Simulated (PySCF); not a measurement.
The numbers are results of PySCF 2.14.0 with PBE-D3(BJ)/def2-TZVP // B3LYP-D3(BJ)/def2-TZVP, not measurements. Isolated molecules, 0 K electronic values unless said otherwise. One relaxed conformer stands for a flexible species; it need not be the lowest. Excitations are Tamm–Dancoff values on a coarser integration grid. The basis has no diffuse functions, so Rydberg states are missing or too high.

Reference species (SMILES): `BC=O` (H–B–C–O torsion 86°) (neutral, multiplicity 1).

| Property | Result |
|---|---|
| HOMO | -6.11 eV |
| S1–T1 gap (TDA) | 1.05 eV |
| S1 oscillator strength | 0.001 |
| T1 excitation (TDA) | 2.80 eV |

Changed species: `B1CO1`.

Give the shifts of the HOMO, S1–T1 gap (TDA), S1 oscillator strength and T1 excitation (TDA).

the HOMO falls by 0.84 eV, to -6.95 eV; the S1–T1 gap (TDA) decreases by 0.50 eV, to 0.55 eV; the S1 oscillator strength is nearly the same; the T1 excitation (TDA) rises by 2.36 eV, to 5.16 eV.
